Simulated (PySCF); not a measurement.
Computed structure and properties of Tb2I6

System: Tb2I6 (singlet in the valence; each metal's 4f electrons, 8 of them, lie in its core potential, out of spins and levels); start: template (D2h). Method: PySCF 2.14.0, RKS B3LYP, Tb lcecp-1-SVP with ECP54, I def2-SVP with ECP28; non-relativistic Hamiltonian with scalar-relativistic core potentials where named; density fitting; no spin-orbit coupling.

Input of the relaxation:

```python
mol = gto.M(atom='''
Tb     0.00000    -0.00000     2.41680
Tb    -0.00000     0.00000    -2.41680
I      2.06680     0.00000    -0.00000
I     -2.06680    -0.00000     0.00000
I      0.00000     2.50950     3.98160
I      0.00000    -2.50950     3.98160
I     -0.00000     2.50950    -3.98160
I     -0.00000    -2.50950    -3.98160''',
    basis={'Tb': 'lcecp-1-SVP', 'I': 'def2-SVP'},
    ecp={'Tb': 'lcecp-1-SVP', 'I': 'def2-SVP'},
    charge=0, spin=0)
mf = dft.RKS(mol, xc='B3LYP')
mf.grids.atom_grid = (50, 194)  # f atoms: unpruned, at least (60, 302)
mf = mf.density_fit()  # fitting sets: Tb AutoAux, I def2-universal-JKFIT
mf.conv_tol = 1e-08; mf.max_cycle = 55
mf.kernel(dm0)  # dm0: converged density of the start geometry
# quasi-Newton relaxation in Cartesian coordinates to a largest gradient under 0.00045 Eh/bohr, steps kept in the point group
```

Run from Python with OMP_NUM_THREADS=4; the lines above give its settings. Where DIIS fails, smearing, a level shift and second-order steps follow.
It took 7.1 min on 4 threads of Arm Neoverse V1 (shared host), from the converged density of the start.

Course of the relaxation:

```csv
step,energy above end (eV),largest force component within the symmetry (eV/Å)
0,0.3647,0.666
1,0.2146,0.434
2,0.0709,0.541
3,0.0465,0.457
4,0.0074,0.071
5,0.0047,0.065
6,0.0027,0.079
7,0.0011,0.043
8,0.0005,0.038
9,0.0002,0.032
10,0.0000,0.021
11,0.0000,0.008
```

Relaxed geometry (D2h):

```xyz
8

Tb    0.0000    0.0000    2.1723
Tb    0.0000    0.0000   -2.1723
I     2.1815    0.0000    0.0000
I    -2.1815    0.0000    0.0000
I     0.0000    2.4298    3.6692
I     0.0000   -2.4298    3.6692
I     0.0000    2.4298   -3.6692
I     0.0000   -2.4298   -3.6692
```

```csv
contact,Å
Tb1–I3 (I),3.079
Tb1–I4 (I),3.079
Tb1–I5 (I),2.854
Tb1–I6 (I),2.854
Tb2–I7 (I),2.854
Tb2–I8 (I),2.854
```

On the finer grid (75, 302):

- HOMO: -7.50 eV
- LUMO: -3.46 eV
- Dipole about the centre of mass: 0.00 D
- Set of Mulliken populations of Tb1 outside the core potential: s 2.40, p 6.36, d 1.36, f 0.03
- D3(BJ) dispersion energy (not in the energies): -1.143 eV

```tsv
atom	Mulliken (e)	Löwdin (e)	spin (e)
Tb1	0.86	-0.48	0.00
Tb2	0.86	-0.48	0.00
I3	-0.30	0.28	0.00
I4	-0.30	0.28	0.00
I5	-0.28	0.10	0.00
I6	-0.28	0.10	0.00
I7	-0.28	0.10	0.00
I8	-0.28	0.10	0.00
```

The 4f levels lie in the core potential and are missing. Their spin isn't counted.

No frequency check is given for this geometry.

Taking off one I (charge -1, singlet; the rest: singlet) in vacuum, both parts rigid, costs 8.54 eV; the small basis without counterpoise inflates it. Most of it is the attraction of opposite charges; other ways to part are cheaper, and one spin state was tried for the rest.

Rigid scan of I along the line from its metal:

(distance to I3 (Å), energy (eV)): (2.78, 0.267), (2.88, 0.104), (2.98, 0.023), (3.08, 0.000), (3.18, 0.019), (3.28, 0.068), (3.48, 0.224), (3.78, 0.534), (4.18, 1.021), (4.68, 1.704)

One start shape was tried, so this needn't be the lowest isomer.

An lcecp potential fixes the number of 4f electrons, so in runs with it no electron can move into or out of that shell.
